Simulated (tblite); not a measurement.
C₇H₉S (doublet state).
Geometry (GFN2-xTB, Å), atoms numbered from 1 in this order:
```
atom  x, y, z in Å
C1     2.8254   -1.3378    0.5941
C2     1.8515   -0.6888    0.2638
C3     0.7583    0.0418   -0.0956
C4     0.7591    0.9160   -1.2997
S5    -0.8641    1.7468   -1.3625
C6    -1.2090    1.3492    0.3844
C7    -0.5383    0.0061    0.6514
C8    -1.4054   -1.1574    0.1473
H9     3.6610   -1.9061    0.8727
H10    1.5488    1.6736   -1.2543
H11    0.8887    0.3540   -2.2290
H12   -2.2877    1.3211    0.5177
H13   -0.7837    2.1401    1.0045
H14   -0.3639   -0.1245    1.7251
H15   -2.3389   -1.2018    0.7037
H16   -1.6328   -1.0218   -0.9077
H17   -0.8760   -2.0985    0.2741
```

The geometry is computed with GFN2-xTB (gas phase). This method treats the open shell by occupation alone, without spin polarisation.

Masses are those of the commonest isotopes; rigid-rotor values at the optimised geometry. The values belong to one conformer with, in the numbering `[CH:1]#[C:2][C:3]1[CH2:4][S:5][CH2:6][C@H:7]1[CH3:8]`, C2–C3–C4–S5 -178°, C3–C4–S5–C6 17°, C4–S5–C6–C7 -33°, S5–C6–C7–C8 -81°.

What are A, B and C (MHz)?

Ia = 170.99, Ib = 386.59, Ic = 487.74 u·Å²; 505379 MHz·u·Å²/I gives A = 2956, B = 1307, C = 1036 MHz.

What kind of rotor is it?

An asymmetric top: κ = (2 × 1307 − 2956 − 1036)/(2956 − 1036) = -0.72.

Is it planar, by Δ = Ic − Ia − Ib?

Not planar: Δ = Ic − Ia − Ib = -69.84 u·Å². For a rigid frame Δ = −2 Σ m c², so Σ m c² = 34.92 u·Å² lies off the ab plane: 12.32 from hydrogen and 22.60 from heavier atoms. The atom farthest from that plane is 1.95 Å away.

Give the other two planar moments, Paa and Pbb, and the rms extents of the mass along the axes.

Paa = Σ m a² = (Ib + Ic − Ia)/2 = 351.67 and Pbb = Σ m b² = (Ia + Ic − Ib)/2 = 136.07 u·Å². With the mass M = 125.04 u, the rms extents √(P/M) along a, b and c are 1.68, 1.04, 0.53 Å.

Where do the levels up to J = 3 lie, in MHz?

Above 0(0,0):
J = 1: 1(0,1) 2343, 1(1,1) 3992, 1(1,0) 4263
J = 2: 2(0,2) 7000, 2(1,2) 8408, 2(1,1) 9221, 2(2,1) 14166, 2(2,0) 14197
J = 3: 3(0,3) 13909, 3(1,3) 15013, 3(1,2) 16637, 3(2,2) 21196, 3(2,1) 21347, 3(3,1) 30134, 3(3,0) 30136

For this open shell read J as N, the rotation without spin; fine and hyperfine splittings come on top. Its lowest GFN2-xTB frequency is 13 cm⁻¹, too small to tell a flat minimum from a shallow saddle. These are rigid-rotor constants of the computed structure; measured ground-state constants (B0) also hold zero-point vibration.
